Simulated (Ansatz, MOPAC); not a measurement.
System: C2H8O2S2Si (charge 0, singlet). SMILES: CO[Si](S)(S)OC

Atoms: C1, O2, Si3, S4, S5, O6, C7, H8, H9, H10, H11, H12, H13, H14, H15. Bonds: C1-O2, C1-H8, C1-H9, C1-H10, O2-Si3, Si3-S4, Si3-S5, Si3-O6, S4-H11, S5-H12, O6-C7, C7-H13, C7-H14, C7-H15.

Bond lengths (Å) and angles (degrees) optimised at PM6 with MOPAC; HF/3-21G with Ansatz (a first-principles code); HF/6-31G* with Ansatz; PBE/6-31G* with Ansatz, each started from the B3LYP-D3(BJ)/def2-TZVP structure (Ansatz) of the last column. A row stands for all coordinates that are equal there; 10 of 19 kinds are shown. 6-31G* holds six Cartesian d functions. No wavenumbers were computed at HF/3-21G, HF/6-31G*, PBE/6-31G*, so these may be saddle points.

```tsv
coordinate	PM6	HF/3-21G	HF/6-31G*	PBE/6-31G*	B3LYP-D3(BJ)/def2-TZVP
C1-O2	1.406	1.441	1.410	1.437	1.425
C1-H8	1.099	1.081	1.084	1.105	1.093
C1-H9	1.100	1.078	1.080	1.101	1.089
C1-H10	1.100	1.082	1.083	1.105	1.092
O2-Si3	1.528	1.644	1.622	1.663	1.632
Si3-S4	2.095	2.208	2.134	2.153	2.134
S4-H11	1.356	1.349	1.327	1.359	1.343
C1-O2-Si3	172.1	133.4	128.1	122.8	124.9
O2-Si3-S4	101.5	112.6	106.6	107.1	106.6
O2-Si3-S5	108.6	104.0	107.3	105.4	107.6
```

Mean signed difference of all 14 bond lengths from B3LYP-D3(BJ)/def2-TZVP: PM6 -0.018 Å, HF/3-21G 0.011 Å, HF/6-31G* -0.010 Å, PBE/6-31G* 0.016 Å.
